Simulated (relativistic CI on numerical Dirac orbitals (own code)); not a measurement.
Sensitivity of the levels of Cs37+ to α and to the nuclear radius

These numbers are calculated, not measured: Dirac-Coulomb-Breit CI, orbitals from a KLI potential per configuration, derivatives by finite differences, unscaled Slater integrals, QED left out (own radial code, finite nucleus).

Configurations in the expansion (outside the closed core [Ne]): 3s2 3p6, 3s2 3p5 3d, 3s 3p6 3d, 3p6 3d2, 3p5 3d3. Double excitations out of closed p, d and f shells are left out; levels of such configurations are missing from the list, as are those of other unlisted configurations, and high levels can miss mixing partners.

With x = (α/α₀)² − 1 an excitation energy changes as ω = ω₀ + qx; K = 2q/ω₀ is the relative enhancement. Terms are leading LS components, so labels can repeat. The field-shift factor is F = δν/δ⟨r²⟩ for the transition from the lowest level.

Lowest level 3s2 3p6 1S_0.

```tsv
Level	ω₀ (cm⁻¹)	q (cm⁻¹)	K	F (GHz/fm²)
3s2 3p5 3d 3P°_0	1295125	38440	0.0594	4.14
3s2 3p5 3d 3P°_1	1342466	55700	0.083	4.24
3s2 3p5 3d 3F°_3	1385606	38910	0.0562	4.22
3s2 3p5 3d 3D°_2	1404504	46370	0.066	4.25
3s2 3p5 3d 3F°_4	1496056	187500	0.251	5.69
3s2 3p5 3d 1D°_2	1523301	192100	0.252	5.39
3s2 3p5 3d 3D°_3	1591074	189400	0.238	5.88
3s2 3p5 3d 3D°_1	1731463	253700	0.293	2.06
3s2 3p5 3d 3F°_2	2040773	775400	0.76	-23.2
3s2 3p5 3d 3D°_2	2199120	925600	0.842	-21.6
3s2 3p5 3d 3F°_3	2225809	930700	0.836	-21.8
3s2 3p5 3d 1P°_1	2302703	714900	0.621	-19.3
3s 3p6 3d 3D_1	3188352	897900	0.563	-1010
3s 3p6 3d 3D_2	3216698	910300	0.566	-1010
3s 3p6 3d 3D_3	3339025	1.049e+06	0.628	-1000
3s 3p6 3d 1D_2	3425178	1.046e+06	0.611	-1010
3p6 3d2 3F_2	6465179	1.803e+06	0.558	-2010
3p6 3d2 3P_0	6587487	1.821e+06	0.553	-2010
3p6 3d2 3F_3	6597158	1.949e+06	0.591	-2010
3p6 3d2 3P_2	6663112	1.946e+06	0.584	-2010
3p6 3d2 3F_4	6665220	1.971e+06	0.591	-2010
3p6 3d2 3P_1	6684969	1.953e+06	0.584	-2010
3p6 3d2 1G_4	6788828	2.076e+06	0.612	-2010
```

At this charge energies of transitions that change n are usually good to better than 1 %, and those within a shell (Δn = 0) to a few per cent.
